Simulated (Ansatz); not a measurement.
Consider the redistribution: `[F][Zn][BH][SiH3]` + `FC[SiH2][SiH3]` → `[SiH3]B[SiH2][SiH3]` + `F[CH2][Zn][F]`.

Program: Ansatz. Geometries: PBE0-D4/def2-TZVP. ΔE: electronic, gas phase. CCSD(T)/CBS adds triple-zeta CCSD(T) − MP2 to the extrapolated MP2 energy (def2 sets, frozen cores). Functionals use def2-TZVPP. B3LYP here is the variant with VWN-RPA as its local correlation; programs differ in this. For Zn outer-core shells are correlated without core-valence functions, which leaves a few kJ/mol of doubt a bond. Scalar relativity is left out up to krypton. One conformer a species, not always the lowest.

(1) Is it downhill or uphill in electronic energy at CCSD(T)/CBS, and by how much? (An estimate is asked.)

(2) What do these levels give: PBE0-D4, B3LYP, SCS-MP2/def2-TZVPP, CCSD/def2-TZVPP, HF/def2-QZVPP, SCS-MP2/def2-QZVPP? (An estimate is asked.)

Largest T1 diagnostic among the species: 0.016.

## Answers

(1) The calculation gave: Uphill: ΔE = +0.16 eV.

(2) Ansatz gave: PBE0-D4 0.11, B3LYP 0.19, SCS-MP2/def2-TZVPP 0.19, CCSD/def2-TZVPP 0.18, HF/def2-QZVPP 0.30, SCS-MP2/def2-QZVPP 0.19 eV.

In def2-TZVPP, CCSD(T) changes the Hartree–Fock value by −0.15 eV (the triples alone add −0.03 eV) and MP2 by −0.15 eV. From PBE to PBE0 (25 % exact exchange), in def2-TZVPP and without D4, ΔE moves by +0.04 eV.
